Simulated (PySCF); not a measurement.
H2BN, triplet, at a GFN2-xTB geometry (a higher spin typed on purpose: for a closed-shell molecule this is an excited state); M062X/def2-SV(P) (PySCF).

Here is a job for PySCF.
```python
from pyscf import gto, scf, dft

mol = gto.Mole()
mol.atom = '''
    B     0.646870   -0.102911    0.453056
    N    -0.557219    0.030554   -0.109896
    H     1.468953    0.067312   -0.423870
    H    -0.802769    0.233367   -1.072139
'''
mol.basis = 'def2-sv(p)'
mol.charge = 0
mol.spin = 2
mol.verbose = 4
mol.build()

mf = dft.ROKS(mol)
mf.xc = 'm062x'
mf.kernel()
```

Output, abridged:

```
PySCF version 2.14.0

[INPUT] verbose = 4
[INPUT] num. atoms = 4
[INPUT] num. electrons = 14
[INPUT] charge = 0
[INPUT] spin (= nelec alpha-beta = 2S) = 2
[INPUT] symmetry False subgroup None
[INPUT] Mole.unit = angstrom
[INPUT] Symbol           X                Y                Z      unit          X                Y                Z       unit  Magmom
[INPUT]  1 B      0.646870000000  -0.102911000000   0.453056000000 AA    1.222407138197  -0.194473605205   0.856151759091 Bohr   0.0
[INPUT]  2 N     -0.557219000000   0.030554000000  -0.109896000000 AA   -1.052991301404   0.057738692010  -0.207673342185 Bohr   0.0
[INPUT]  3 H      1.468953000000   0.067312000000  -0.423870000000 AA    2.775918859858   0.127201244897  -0.800998212419 Bohr   0.0
[INPUT]  4 H     -0.802769000000   0.233367000000  -1.072139000000 AA   -1.517013551291   0.440999716511  -2.026049077465 Bohr   0.0

nuclear repulsion = 22.9700495805621
number of shells = 16
number of NR pGTOs = 56
number of NR cGTOs = 32
basis = def2-sv(p)
ecp = {}

******** <class 'pyscf.dft.roks.ROKS'> ********
method = ROKS
initial guess = minao
damping factor = 0
level_shift factor = 0
DIIS = <class 'pyscf.scf.diis.CDIIS'>
diis_start_cycle = 1
diis_space = 8
diis_damp = 0
SCF conv_tol = 1e-09
SCF conv_tol_grad = None
SCF max_cycles = 50
direct_scf = True
direct_scf_tol = 1e-13
num. doubly occ = 6  num. singly occ = 2
XC library pyscf.dft.libxc version 7.1.2
    S. Lehtola, C. Steigemann, M. J. T. Oliveira, and M. A. L. Marques,  SoftwareX 7, 1–5 (2018)
XC functionals = m062x
    Y. Zhao and D. G. Truhlar,  Theor. Chem. Acc. 120, 215 (2008)
    Y. Zhao and D. G. Truhlar,  Theor. Chem. Acc. 120, 215 (2008)
radial grids:
    Treutler-Ahlrichs [JCP 102, 346 (1995); DOI:10.1063/1.469408] (M4) radial grids

becke partition: Becke, JCP 88, 2547 (1988); DOI:10.1063/1.454033
pruning grids: <function nwchem_prune>
grids dens level: 3
symmetrized grids: False
atomic radii adjust function: <function treutler_atomic_radii_adjust>
small_rho_cutoff = 0
Set gradient conv threshold to 3.16228e-05
tot grids = 47568
init E= -80.634768120314
  HOMO = -0.131513276644424  LUMO = 0.000633848974900708  gap/eV = 3.59591
cycle= 1 E= -80.5171729694363  delta_E= 0.118  |g|= 0.163  |ddm|=  1.5
  HOMO = -0.120046334410789  LUMO = 0.0491535818354003  gap/eV = 4.60416
cycle= 2 E= -80.5317206018443  delta_E= -0.0145  |g|= 0.135  |ddm|= 0.314
  HOMO = -0.138925165680316  LUMO = 0.0488871293587061  gap/eV = 5.11063
cycle= 3 E= -80.5364945747332  delta_E= -0.00477  |g|= 0.0474  |ddm|= 0.15
  HOMO = -0.15001646064152  LUMO = 0.0515273650736505  gap/eV = 5.48429
cycle= 4 E= -80.537511372882  delta_E= -0.00102  |g|= 0.0185  |ddm|= 0.0502
  HOMO = -0.144146014326235  LUMO = 0.0524603407246156  gap/eV = 5.34993
cycle= 5 E= -80.5377055688863  delta_E= -0.000194  |g|= 0.00485  |ddm|= 0.0241
  HOMO = -0.147344038350129  LUMO = 0.0519215040696954  gap/eV = 5.42229
cycle= 6 E= -80.5377254217899  delta_E= -1.99e-05  |g|= 0.00113  |ddm|= 0.0108
  HOMO = -0.146080165350361  LUMO = 0.0521306067448708  gap/eV = 5.39359
cycle= 7 E= -80.537726820448  delta_E= -1.4e-06  |g|= 0.000349  |ddm|= 0.00262
  HOMO = -0.146264477685106  LUMO = 0.0520661207819431  gap/eV = 5.39685
cycle= 8 E= -80.5377268823905  delta_E= -6.19e-08  |g|= 8.28e-05  |ddm|= 0.000411
  HOMO = -0.146249811472531  LUMO = 0.0520809514043807  gap/eV = 5.39685
cycle= 9 E= -80.5377268868827  delta_E= -4.49e-09  |g|= 1.86e-05  |ddm|= 0.000158
  HOMO = -0.146248736449  LUMO = 0.0520766836539237  gap/eV = 5.39671
cycle= 10 E= -80.5377268870555  delta_E= -1.73e-10  |g|= 4.45e-06  |ddm|= 2.64e-05
  HOMO = -0.146252030075439  LUMO = 0.052077210509164  gap/eV = 5.39681
Extra cycle  E= -80.5377268870742  delta_E= -1.87e-11  |g|= 4.71e-06  |ddm|= 1.05e-05
converged SCF energy = -80.5377268870742
```
